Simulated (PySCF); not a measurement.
Isomers of C8H13F, mass 128.100 u with the commonest isotopes. The calculation used PBE0/pcSseg-1 in PySCF (dipole) on a GFN2-xTB geometry, gas phase. One conformer each, none proved a minimum here; rigid rotors.

Question: Order these by rotational constant B, smallest first.
A. `[CH2:1]=[CH:2][C@@H:3]([CH3:4])[C:5](=[CH2:6])[CH2:7][CH2:8][F:9]` with C1–C2–C3–C4 125°, C2–C3–C5–C6 -111°, C3–C5–C7–C8 84°, C5–C7–C8–F9 -73°
B. `F[C@@]12CCC[C@@H](CC1)C2`
C. `[CH2:1]=[CH:2][C:3](=[CH2:4])[C@H:5]([CH3:6])[CH2:7][CH2:8][F:9]` with C1–C2–C3–C4 -170°, C2–C3–C5–C6 -93°, C3–C5–C7–C8 -61°, C5–C7–C8–F9 -177°
D. `[CH2:1]=[C:2]([CH2:3][CH3:4])[C:5](=[CH2:6])[CH2:7][CH2:8][F:9]` with C1–C2–C3–C4 -114°, C1–C2–C5–C6 -139°, C2–C5–C7–C8 63°, C5–C7–C8–F9 -178°
E. `[CH2:1]=[C:2]=[CH:3][C@@H:4]([CH2:5][F:6])[CH2:7][CH2:8][CH3:9]` with C2–C3–C4–C5 117°, C3–C4–C5–F6 64°, C3–C4–C7–C8 166°, C4–C7–C8–C9 -176°
F. `FC12CCC(CC1)CC2` (1-fluorobicyclo[2.2.2]octane)

Answer: E (866.3 MHz), C (895.8 MHz), D (978.7 MHz), A (1245 MHz), F (1572 MHz), B (1704 MHz).

Question: Order these by rotational constant C, largest first.
A. `[CH2:1]=[C:2]([CH2:3][CH3:4])[C:5](=[CH2:6])[CH2:7][CH2:8][F:9]` with C1–C2–C3–C4 -114°, C1–C2–C5–C6 -139°, C2–C5–C7–C8 63°, C5–C7–C8–F9 -178°
B. `[CH2:1]=[CH:2][C:3](=[CH2:4])[C@H:5]([CH3:6])[CH2:7][CH2:8][F:9]` with C1–C2–C3–C4 -170°, C2–C3–C5–C6 -93°, C3–C5–C7–C8 -61°, C5–C7–C8–F9 -177°
C. `F[C@@]12CCC[C@@H](CC1)C2`
D. `[CH2:1]=[CH:2][C@@H:3]([CH3:4])[C:5](=[CH2:6])[CH2:7][CH2:8][F:9]` with C1–C2–C3–C4 125°, C2–C3–C5–C6 -111°, C3–C5–C7–C8 84°, C5–C7–C8–F9 -73°
E. 1-fluorobicyclo[2.2.2]octane (`C1CC2CCC1(CC2)F`)
F. `[CH3:1][C@H:2]1[CH2:3][CH2:4][CH2:5]/[C:6](=[CH:7]/[F:8])[CH2:9]1` with C1–C2–C3–C4 180°, C2–C3–C4–C5 -58°, C3–C4–C5–C6 55°, C4–C5–C6–C7 121°
G. `[CH2:1]=[C:2]=[CH:3][C@@H:4]([CH2:5][F:6])[CH2:7][CH2:8][CH3:9]` with C2–C3–C4–C5 117°, C3–C4–C5–F6 64°, C3–C4–C7–C8 166°, C4–C7–C8–C9 -176°

Answer: E (1571 MHz), C (1414 MHz), D (973.6 MHz), A (932.5 MHz), F (869.1 MHz), B (834.6 MHz), G (659.3 MHz).

Question: Order these by radius of gyration √(Σ m r²/M), smallest first.
A. `[CH2:1]=[CH:2][C:3](=[CH2:4])[C@H:5]([CH3:6])[CH2:7][CH2:8][F:9]` with C1–C2–C3–C4 -170°, C2–C3–C5–C6 -93°, C3–C5–C7–C8 -61°, C5–C7–C8–F9 -177°
B. `[CH2:1]=[CH:2][C@@H:3]([CH3:4])[C:5](=[CH2:6])[CH2:7][CH2:8][F:9]` with C1–C2–C3–C4 125°, C2–C3–C5–C6 -111°, C3–C5–C7–C8 84°, C5–C7–C8–F9 -73°
C. `[CH2:1]=[C:2]([CH2:3][CH3:4])[C:5](=[CH2:6])[CH2:7][CH2:8][F:9]` with C1–C2–C3–C4 -114°, C1–C2–C5–C6 -139°, C2–C5–C7–C8 63°, C5–C7–C8–F9 -178°
D. `C1[C@H]2CC[C@](C2)(CC1)F`
E. `[CH2:1]=[C:2]=[CH:3][C@@H:4]([CH2:5][F:6])[CH2:7][CH2:8][CH3:9]` with C2–C3–C4–C5 117°, C3–C4–C5–F6 64°, C3–C4–C7–C8 166°, C4–C7–C8–C9 -176°

Answer: D (1.834 Å), B (2.168 Å), C (2.251 Å), A (2.329 Å), E (2.501 Å).

| SMILES | point group | Ia (u·Å²) | Ib (u·Å²) | Ic (u·Å²) | κ | μa (D) | μb (D) | μc (D) |
| --- | --- | --- | --- | --- | --- | --- | --- | --- |
| F[C@@]12CCC[C@@H](CC1)C2 | C1 | 207.90 | 296.51 | 357.35 | -0.43 | 2.03 | 0.16 | 0.24 |
| C=CC(=C)[C@H](C)CCF | C1 | 219.63 | 564.17 | 605.50 | -0.92 | 1.95 | 0.35 | 0.16 |
| C=C[C@@H](C)C(=C)CCF | C1 | 279.53 | 405.90 | 519.06 | -0.35 | 0.38 | 0.88 | 1.06 |
| C=C(CC)C(=C)CCF | C1 | 240.34 | 516.37 | 541.94 | -0.92 | 1.93 | 0.18 | 0.41 |
| C=C=C[C@@H](CF)CCC | C1 | 252.64 | 583.39 | 766.56 | -0.69 | 0.16 | 1.03 | 1.35 |
| FC12CCC(CC1)CC2 | near C3v | 205.63 | 321.55 | 321.76 | -1.00 | 2.14 | 0.00 | 0.00 |
| C[C@H]1CCC/C(=C/F)C1 | C1 | 220.81 | 411.70 | 581.51 | -0.49 | 1.20 | 1.28 | 0.08 |
